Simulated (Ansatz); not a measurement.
Frontier orbitals of CH$_{9}$BSSi$_{2}$.

```xyz
14

B    -2.067   -0.201    0.048
Si   -0.116   -0.348   -0.055
C     0.860   -1.600    0.937
Si    1.206    1.065   -1.360
S    -1.167    1.027    1.410
H    -2.603   -1.055    0.697
H    -2.687    0.435   -0.750
H     1.726   -1.153    1.429
H     0.221   -2.066    1.689
H     1.218   -2.388    0.267
H     0.387    2.242   -1.761
H     1.668    0.363   -2.589
H     2.404    1.544   -0.618
H    -1.049    2.134    0.657
```

Charge 0, multiplicity 1. The bonds changed during the relaxation, so this is another structure than the one it started from. Geometry: relaxed with PBE0-D4/def2-TZVP. It is one conformer, not always the lowest. Basis def2-TZVPP, the Gaussian-basis code of Ansatz.

```json
{"functional": "PBE", "HOMO (eV)": "-5.91", "LUMO (eV)": "-1.71", "gap (eV)": "4.20"}
{"functional": "PBE0", "HOMO (eV)": "-6.93", "LUMO (eV)": "-0.89", "gap (eV)": "6.04"}
{"functional": "r2SCAN0", "HOMO (eV)": "-7.06", "LUMO (eV)": "-0.78", "gap (eV)": "6.28"}
{"functional": "BHLYP", "HOMO (eV)": "-7.85", "LUMO (eV)": "0.03", "gap (eV)": "7.88"}
{"functional": "CAM-B3LYP", "HOMO (eV)": "-8.16", "LUMO (eV)": "0.16", "gap (eV)": "8.32"}
{"functional": "ωB97X-V", "HOMO (eV)": "-9.12", "LUMO (eV)": "1.11", "gap (eV)": "10.23"}
{"functional": "ωB97M-V", "HOMO (eV)": "-8.96", "LUMO (eV)": "0.89", "gap (eV)": "9.85"}
```

A quarter of exact exchange (PBE0) shifts PBE's HOMO by −1.03 eV and its LUMO by +0.81 eV; full exchange at long range (ωB97M-V) shifts them by −3.05 and +2.59 eV. The gap opens from 4.20 to 9.85 eV, since occupied levels lose self-interaction and empty ones feel all the electrons. A positive LUMO is unbound and depends on the basis.
